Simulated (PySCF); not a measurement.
Compound: C₈H₉F.
Bonds: C1–C2, C2–C3, C3–C4 (aromatic), C4–C5 (aromatic), C5–C6 (aromatic), C6–C7 (aromatic), C7–F8, C7–C9 (aromatic), C3–C9 (aromatic). Hydrogens: H10, H11, H12 on C1; H13, H14 on C2; H15 on C4; H16 on C5; H17 on C6; H18 on C9.

The same species was optimised twice, with GFN2-xTB and with PBE0-D3(BJ)/def2-SVP (PySCF), and the same property calculations (PySCF, gas phase) were run on both structures.

```json
{"coordinate": "C7–F8 (Å)", "GFN2-xTB": "1.352", "PBE0-D3(BJ)/def2-SVP": "1.333", "change": "-0.019"}
{"coordinate": "C3–C4 (Å)", "GFN2-xTB": "1.390", "PBE0-D3(BJ)/def2-SVP": "1.401", "change": "+0.011"}
{"coordinate": "C3–C9 (Å)", "GFN2-xTB": "1.389", "PBE0-D3(BJ)/def2-SVP": "1.398", "change": "+0.009"}
{"coordinate": "C4–C5 (Å)", "GFN2-xTB": "1.384", "PBE0-D3(BJ)/def2-SVP": "1.393", "change": "+0.009"}
{"coordinate": "C5–C6 (Å)", "GFN2-xTB": "1.384", "PBE0-D3(BJ)/def2-SVP": "1.393", "change": "+0.009"}
{"coordinate": "C7–C9 (Å)", "GFN2-xTB": "1.381", "PBE0-D3(BJ)/def2-SVP": "1.389", "change": "+0.008"}
{"coordinate": "C6–C7 (Å)", "GFN2-xTB": "1.382", "PBE0-D3(BJ)/def2-SVP": "1.389", "change": "+0.007"}
{"coordinate": "C2–C3 (Å)", "GFN2-xTB": "1.502", "PBE0-D3(BJ)/def2-SVP": "1.505", "change": "+0.003"}
{"coordinate": "C1–C2 (Å)", "GFN2-xTB": "1.530", "PBE0-D3(BJ)/def2-SVP": "1.527", "change": "-0.003"}
{"coordinate": "C1–C2–C3 (°)", "GFN2-xTB": "110.4", "PBE0-D3(BJ)/def2-SVP": "112.6", "change": "+2.2"}
{"coordinate": "C3–C9–C7 (°)", "GFN2-xTB": "119.4", "PBE0-D3(BJ)/def2-SVP": "119.8", "change": "+0.4"}
{"coordinate": "C4–C3–C9 (°)", "GFN2-xTB": "118.9", "PBE0-D3(BJ)/def2-SVP": "118.6", "change": "-0.3"}
{"coordinate": "C6–C7–C9 (°)", "GFN2-xTB": "122.2", "PBE0-D3(BJ)/def2-SVP": "121.9", "change": "-0.3"}
{"coordinate": "C4–C5–C6 (°)", "GFN2-xTB": "120.4", "PBE0-D3(BJ)/def2-SVP": "120.6", "change": "+0.2"}
{"coordinate": "C6–C7–F8 (°)", "GFN2-xTB": "119.0", "PBE0-D3(BJ)/def2-SVP": "119.2", "change": "+0.2"}
{"coordinate": "C3–C4–C5 (°)", "GFN2-xTB": "120.9", "PBE0-D3(BJ)/def2-SVP": "120.8", "change": "-0.1"}
{"coordinate": "C2–C3–C4 (°)", "GFN2-xTB": "120.8", "PBE0-D3(BJ)/def2-SVP": "120.9", "change": "+0.1"}
{"coordinate": "C1–C2–C3–C4 (°)", "GFN2-xTB": "89", "PBE0-D3(BJ)/def2-SVP": "85", "change": "-4"}
```

Rotational constants: A = 2961, B = 1151, C = 890.2 MHz (GFN2-xTB) against A = 2973, B = 1128, C = 876.0 MHz (PBE0-D3(BJ)/def2-SVP). Point groups within 0.08 Å: C1 and C1.

On the GFN2-xTB structure: HOMO (eV) -7.10 [PBE0/pcSseg-1]; LUMO (eV) -0.39 [PBE0/pcSseg-1]; dipole (D) 1.86 [PBE0/pcSseg-1]; GIAO shielding of C1 (ppm) 164.6 [PBE0/pcSseg-1]; GIAO shielding of C2 (ppm) 151.9 [PBE0/pcSseg-1]; GIAO shielding of C3 (ppm) 32.7 [PBE0/pcSseg-1]; GIAO shielding of C4 (ppm) 58.6 [PBE0/pcSseg-1]; GIAO shielding of C5 (ppm) 51.1 [PBE0/pcSseg-1]; GIAO shielding of C6 (ppm) 68.7 [PBE0/pcSseg-1]; GIAO shielding of C7 (ppm) 13.6 [PBE0/pcSseg-1]; GIAO shielding of F8 (ppm) 286.7 [PBE0/pcSseg-1].

**Question.** What do these properties become on the PBE0-D3(BJ)/def2-SVP structure?

**Answer.** 
| property | level | on GFN2-xTB | on PBE0-D3(BJ)/def2-SVP | change |
| --- | --- | --- | --- | --- |
| HOMO (eV) | PBE0/pcSseg-1 | -7.10 | -7.06 | +0.04 |
| LUMO (eV) | PBE0/pcSseg-1 | -0.39 | -0.43 | -0.04 |
| dipole (D) | PBE0/pcSseg-1 | 1.86 | 1.73 | -0.13 |
| energy, GFN2-xTB geometry as zero (kcal/mol) | PBE0/pcSseg-1 | 0.0 | -0.4 | -0.4 |
| GIAO shielding of C1 (ppm) | PBE0/pcSseg-1 | 164.6 | 163.5 | -1.1 |
| GIAO shielding of C2 (ppm) | PBE0/pcSseg-1 | 151.9 | 151.0 | -0.9 |
| GIAO shielding of C3 (ppm) | PBE0/pcSseg-1 | 32.7 | 31.1 | -1.6 |
| GIAO shielding of C4 (ppm) | PBE0/pcSseg-1 | 58.6 | 55.9 | -2.7 |
| GIAO shielding of C5 (ppm) | PBE0/pcSseg-1 | 51.1 | 48.9 | -2.2 |
| GIAO shielding of C6 (ppm) | PBE0/pcSseg-1 | 68.7 | 66.6 | -2.1 |
| GIAO shielding of C7 (ppm) | PBE0/pcSseg-1 | 13.6 | 13.8 | +0.2 |
| GIAO shielding of F8 (ppm) | PBE0/pcSseg-1 | 286.7 | 288.8 | +2.1 |

The heavy atoms differ by 0.030 Å rms after alignment. Among bonds between heavy atoms C7–F8 changes most (-0.019 Å). Changes are differences of the printed values. Neither structure is proved a minimum here.

Conformer computed: `[CH3:1][CH2:2][c:3]1[cH:4][cH:5][cH:6][c:7]([F:8])[cH:9]1`: C1–C2–C3–C4 85°.
